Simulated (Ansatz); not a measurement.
`C#[C][Hf]([OH])([C]#C)[C]#C`. Charge 0, multiplicity 1. Hf takes the def2 core potential. Geometry: relaxed with PBE0-D4/def2-TZVP. It is one conformer, not always the lowest.

```xyz
12

C    -1.699    2.406   -1.426
C    -0.996    1.483   -1.064
Hf    0.240   -0.166   -0.346
O     1.243   -0.856   -1.788
C     1.611    0.549    1.195
C     2.342    0.959    2.076
C    -1.027   -1.749    0.462
C    -1.747   -2.604    0.939
H    -2.317    3.217   -1.742
H     1.749   -1.204   -2.516
H     2.982    1.319    2.850
H    -2.380   -3.354    1.360
```

Q: What is the dipole moment at PBE/def2-TZVPP? (Estimate.)

A: Computed: 1.23 D, with components (0.65, -0.45, -0.94) D in this frame, pointing from negative to positive charge.

Q: And with r2SCAN, B3LYP, ωB97M-V? (Estimate.)

A: Ansatz gave: r2SCAN 1.14 D, B3LYP 1.17 D, ωB97M-V 1.24 D.

Q: Give the Mulliken charges with PBE, r2SCAN, B3LYP in def2-TZVPP. (An estimate is asked.)

A: Ansatz gave: 
```json
{"atom": "C1", "PBE": "-0.14", "r2SCAN": "-0.23", "B3LYP": "-0.12"}
{"atom": "C2", "PBE": "-0.24", "r2SCAN": "-0.29", "B3LYP": "-0.35"}
{"atom": "Hf3", "PBE": "0.66", "r2SCAN": "1.11", "B3LYP": "0.87"}
{"atom": "O4", "PBE": "-0.31", "r2SCAN": "-0.40", "B3LYP": "-0.37"}
{"atom": "C5", "PBE": "-0.24", "r2SCAN": "-0.29", "B3LYP": "-0.35"}
{"atom": "C6", "PBE": "-0.14", "r2SCAN": "-0.23", "B3LYP": "-0.12"}
{"atom": "C7", "PBE": "-0.24", "r2SCAN": "-0.29", "B3LYP": "-0.35"}
{"atom": "C8", "PBE": "-0.14", "r2SCAN": "-0.23", "B3LYP": "-0.12"}
{"atom": "H9", "PBE": "0.20", "r2SCAN": "0.22", "B3LYP": "0.24"}
{"atom": "H10", "PBE": "0.19", "r2SCAN": "0.19", "B3LYP": "0.18"}
{"atom": "H11", "PBE": "0.20", "r2SCAN": "0.22", "B3LYP": "0.24"}
{"atom": "H12", "PBE": "0.20", "r2SCAN": "0.22", "B3LYP": "0.24"}
```

B3LYP here is the variant with VWN-RPA as its local correlation; programs differ in this.
